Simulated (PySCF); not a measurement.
An unknown is described by computed data only.

Elements present: C, H, O and Si. Monoisotopic mass: 104.0114 u.

| Item | Value |
| --- | --- |
| UV, strongest line | among the 8 lowest singlet transitions: S3 at 6.50 eV (191 nm, f = 0.151) [TDDFT PBE0/def2-SVPD] |
| Polarisability | 76.9 au [PBE0/def2-SVPD] |
| NMR, other nuclei | isotropic shieldings of nuclei other than C and H, by class: 350 (1 O), 390 (1 Si), 428 (1 Si) ppm [GIAO PBE0/pcSseg-1] |
| UV, first state | lowest singlet excitation: 5.50 eV (225 nm, f = 0.001) [TDDFT PBE0/def2-SVPD] |
| Rotational structure | rotational constants A, B, C: 7.604, 1.613, 1.520 GHz [GFN2-xTB] |
| Triplet | lowest triplet excitation (Tamm–Dancoff): 5.25 eV [TDA PBE0/def2-SVPD] |
| 1H NMR | chemical shifts (computed TMS as zero) by class: 5.02 (3 H), 4.82 (1 H), 1.02 (2 H), 0.39 (2 H) ppm [GIAO PBE0/pcSseg-1] |
| 13C NMR | chemical shifts (computed TMS as zero) by class: -2.0 (2 C) ppm [GIAO PBE0/pcSseg-1] |
| Dipole | 0.33 D [PBE0/def2-SVPD] |

The electronic properties come from PySCF, for the isolated species, density fitting. Levels stand in brackets. NMR shifts are as computed; neighbouring signals can stand in another order in a measured spectrum. The structure is a single GFN2-xTB conformer in the gas phase; no vibrational or solvent corrections. NMR values are class means; diastereotopic atoms form classes of their own.

Q: Which formula fits the mass and the elements?

A: C2H8OSi2 (calculated 104.0114). No other formula that holds each of these elements comes within 0.0003 u with a fitting electron parity and a possible valence count.

Q: Give a SMILES that accounts for the data.

A: Numbering: `[SiH3:1][O:2][SiH:3]1[CH2:4][CH2:5]1`. Its formula, C2H8OSi2, gives 1 degree of unsaturation: 1 ring and 0 π bonds in the structure found. 2 carbons fall into 1 class: ring sp3 carbon bound to silicon [C4/C5] (-2.0 ppm, 2 C). Hydrogen classes from least to most shielded: 3 H on an oxygen-bound silicon, Si1 (5.02 ppm), 1 H on an oxygen-bound silicon, Si3 (4.82 ppm), 2 H on 2 like atoms (sp3 carbon bound to silicon), C4/C5 (1.02 ppm), 2 H on 2 like atoms (sp3 carbon bound to silicon), C4/C5 (0.39 ppm). The other shieldings belong to: 350 ppm, siloxane oxygen [O2]; 390 ppm, oxygen-bound silicon [Si1]; 428 ppm, oxygen-bound silicon [Si3]. By its constants the optimised geometry is an asymmetric top. Structure: `O([SiH]1CC1)[SiH3]`. Computed isomers that give other values at the same levels: `O[SiH2]/C=C/[SiH3]` (13C chemical shifts (computed TMS as zero) by class: 162.1 (1 C), 151.6 (1 C) ppm); `O[SiH2]/C=C\[SiH3]` (13C chemical shifts (computed TMS as zero) by class: 164.1 (1 C), 150.1 (1 C) ppm); `CC(=O)[SiH2][SiH3]` (13C chemical shifts (computed TMS as zero) by class: 244.8 (1 C), 44.3 (1 C) ppm). The assignments are read from this structure; whether some other isomer fits the data as well wasn't checked.

Shape of the structure used: `[SiH3:1][O:2][SiH:3]1[CH2:4][CH2:5]1`: Si1–O2–Si3–C4 23°.
